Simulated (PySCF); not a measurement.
Mg(Me)(NH2) (CH5MgN), SMILES [CH3][Mg][NH2].

Geometry optimised at PBE-D3(BJ)/def2-TZVP. Other conformers were not sampled.

These are PBE-D3(BJ)/def2-TZVP (PySCF) values and carry that method's errors.

Frequencies are harmonic and unscaled.

| mode | ν (cm⁻¹) | IR (km/mol) | Raman (Å⁴/amu) | depolarisation | moving atoms (share of kinetic energy) |
|---|---|---|---|---|---|
| 1 | 17 | 0.0 | 9.5 | 0.75 | H 100 % |
| 2 | 115 | 18.0 | 1.0 | 0.75 | Mg 49 %, H 26 %, N 14 %, C 11 % |
| 3 | 117 | 38.8 | 0.0 | – | Mg 52 %, N 24 %, H 13 %, C 10 % |
| 4 | 242 | 92.4 | 32.9 | 0.75 | H 87 %, N 13 % |
| 5 | 461 | 0.1 | 43.3 | 0.11 | C 52 %, N 28 %, H 17 % |
| 6 | 482 | 13.1 | 7.7 | 0.75 | H 85 %, N 12 % |
| 7 | 564 | 57.0 | 5.7 | 0.75 | H 81 %, C 16 % |
| 8 | 574 | 129.8 | 0.9 | 0.75 | H 77 %, C 14 % |
| 9 | 719 | 100.8 | 1.3 | 0.36 | Mg 53 %, N 34 % |
| 10 | 1107 | 0.2 | 83.5 | 0.09 | H 83 %, C 17 % |
| 11 | 1401 | 0.0 | 1.2 | 0.71 | H 95 % |
| 12 | 1401 | 0.2 | 1.1 | 0.73 | H 95 % |
| 13 | 1511 | 15.9 | 3.7 | 0.03 | H 92 %, N 8 % |
| 14 | 2957 | 20.5 | 135.7 | 0.00 | H 97 % |
| 15 | 3035 | 14.6 | 117.1 | 0.75 | H 91 %, C 9 % |
| 16 | 3038 | 14.1 | 103.4 | 0.75 | H 91 %, C 9 % |
| 17 | 3465 | 0.0 | 243.5 | 0.08 | H 96 % |
| 18 | 3545 | 4.6 | 98.6 | 0.75 | H 92 %, N 8 % |
